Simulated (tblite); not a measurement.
Species: C6H16P2.
Numbering: `[CH3:1][CH2:2][CH2:3][P:4]([CH3:5])[CH2:6][PH:7][CH3:8]` (hydrogens: H9, H10, H11 on C1; H12, H13 on C2; H14, H15 on C3; H16, H17, H18 on C5; H19, H20 on C6; H21 on P7; H22, H23, H24 on C8)

Computed with GFN2-xTB (tblite), gas phase: L-BFGS steps from a force-field or distance-geometry start until the largest atomic force falls under 0.01 eV/Å.

Step 145: E = -708.2743 eV
```
atom  x, y, z in Å  |  force x, y, z in eV/Å
C1     -3.5017    0.9507    0.3720    0.011  -0.031  -0.041
C2     -2.4656    0.1908   -0.4483   -0.007  -0.017  -0.052
C3     -1.0724    0.4058    0.1279   -0.045  -0.018  -0.001
P4      0.3150   -0.3396   -0.8662   -0.005   0.023   0.021
C5     -0.0674   -2.1385   -0.6886    0.009   0.037  -0.013
C6      1.5694   -0.2054    0.5075    0.022  -0.016  -0.011
P7      3.2306   -0.5781   -0.2339   -0.011  -0.033  -0.009
C8      3.4401    1.0125   -1.1418    0.038  -0.023  -0.001
H9     -4.5021    0.8019   -0.0275    0.012   0.020  -0.027
H10    -3.2762    2.0151    0.3694   -0.050   0.002  -0.001
H11    -3.4914    0.6001    1.4009   -0.011   0.010   0.056
H12    -2.7120   -0.8727   -0.4462    0.023  -0.019  -0.002
H13    -2.4867    0.5311   -1.4862   -0.005   0.021   0.008
H14    -0.8728    1.4815    0.1673    0.031   0.010   0.030
H15    -1.0213    0.0137    1.1485   -0.025  -0.004   0.039
H16     0.8566   -2.6981   -0.8287    0.016   0.017   0.031
H17    -0.4961   -2.3594    0.2892    0.024  -0.011  -0.020
H18    -0.7614   -2.4311   -1.4743   -0.048  -0.003   0.022
H19     1.5580    0.8082    0.9176   -0.002  -0.002   0.004
H20     1.3323   -0.9260    1.2945    0.045   0.013   0.025
H21     3.9818   -0.1940    0.8889   -0.039  -0.030   0.021
H22     2.6842    1.0518   -1.9233   -0.001   0.009  -0.084
H23     4.4285    1.0302   -1.5967   -0.005   0.038  -0.015
H24     3.3186    1.8690   -0.4811    0.024   0.006   0.020
```

Step 146: E = -708.2754 eV
```
atom  x, y, z in Å  |  force x, y, z in eV/Å
C1     -3.5030    0.9471    0.3707   -0.004  -0.032  -0.022
C2     -2.4615    0.1950   -0.4495   -0.005  -0.024  -0.036
C3     -1.0714    0.4088    0.1345   -0.039   0.006  -0.003
P4      0.3170   -0.3324   -0.8604   -0.007   0.041   0.028
C5     -0.0632   -2.1308   -0.6924    0.023   0.017  -0.023
C6      1.5685   -0.2048    0.5154    0.034  -0.026  -0.023
P7      3.2290   -0.5814   -0.2247   -0.009  -0.022  -0.032
C8      3.4352    1.0014   -1.1473    0.001   0.001  -0.001
H9     -4.5023    0.7878   -0.0271    0.006   0.017  -0.029
H10    -3.2893    2.0138    0.3648   -0.038   0.006   0.000
H11    -3.4888    0.6000    1.4015   -0.008   0.011   0.033
H12    -2.7040   -0.8697   -0.4538    0.018  -0.005  -0.008
H13    -2.4788    0.5423   -1.4855   -0.005   0.011   0.017
H14    -0.8701    1.4850    0.1767    0.017  -0.016   0.040
H15    -1.0244    0.0129    1.1548   -0.024   0.006   0.012
H16     0.8626   -2.6865   -0.8374    0.012   0.008   0.025
H17    -0.4884   -2.3603    0.2840    0.011  -0.009   0.003
H18    -0.7580   -2.4189   -1.4786   -0.053  -0.016   0.011
H19     1.5585    0.8079    0.9259    0.002   0.012   0.017
H20     1.3314   -0.9270    1.3009    0.031   0.016   0.028
H21     3.9784   -0.1849    0.8931   -0.019  -0.029   0.040
H22     2.6760    1.0326   -1.9278    0.036   0.006  -0.061
H23     4.4231    1.0175   -1.6032   -0.010   0.038  -0.018
H24     3.3117    1.8643   -0.4936    0.031  -0.020   0.002
```

Task: Estimate the geometry and energy of step 147. (The exact step hangs on the optimiser's Hessian estimate; all steps are aligned on step 146, rigid shifts and turns removed.)

Result: E = -708.2766 eV, largest force 0.083 eV/Å
```
atom  x, y, z in Å  |  force x, y, z in eV/Å
C1     -3.5044    0.9444    0.3692   -0.014  -0.019  -0.002
C2     -2.4588    0.1975   -0.4502   -0.002  -0.022   0.006
C3     -1.0717    0.4104    0.1402   -0.017   0.017  -0.004
P4      0.3157   -0.3296   -0.8555   -0.009   0.043   0.012
C5     -0.0620   -2.1275   -0.6931    0.008  -0.015  -0.020
C6      1.5685   -0.2057    0.5174    0.032  -0.012  -0.016
P7      3.2270   -0.5834   -0.2240    0.007  -0.024  -0.038
C8      3.4334    0.9966   -1.1503    0.020   0.001  -0.009
H9     -4.5019    0.7793   -0.0294   -0.015   0.006  -0.029
H10    -3.2989    2.0123    0.3601   -0.024   0.017   0.000
H11    -3.4898    0.6028    1.4027   -0.003   0.002  -0.001
H12    -2.6974   -0.8681   -0.4586    0.006  -0.004  -0.017
H13    -2.4726    0.5507   -1.4840   -0.007   0.001   0.010
H14    -0.8671    1.4862    0.1811    0.002  -0.014   0.051
H15    -1.0271    0.0149    1.1613   -0.026   0.009  -0.008
H16     0.8662   -2.6787   -0.8408    0.001  -0.001   0.015
H17    -0.4844   -2.3644    0.2833    0.014   0.004  -0.003
H18    -0.7588   -2.4146   -1.4787   -0.031  -0.016   0.020
H19     1.5568    0.8068    0.9281    0.016   0.017   0.023
H20     1.3366   -0.9284    1.3034    0.009   0.007   0.037
H21     3.9734   -0.1829    0.8933   -0.002  -0.031   0.045
H22     2.6743    1.0281   -1.9301    0.026  -0.002  -0.079
H23     4.4217    1.0137   -1.6057   -0.019   0.030  -0.017
H24     3.3094    1.8598   -0.4987    0.029   0.006   0.025
```

The energy changes by -0.0012 eV. The first-order estimate −F·Δx gives -0.0017 eV and the mean of the old and new forces, exact on a quadratic surface, -0.0012 eV. The step makes an angle of 73° with the force vector and moves no atom by more than 0.011 Å.

The cost below is that of the whole relaxation. On an AMD EPYC 9R14 with one thread, no GPU (shared host), this took 1.9 s wall.
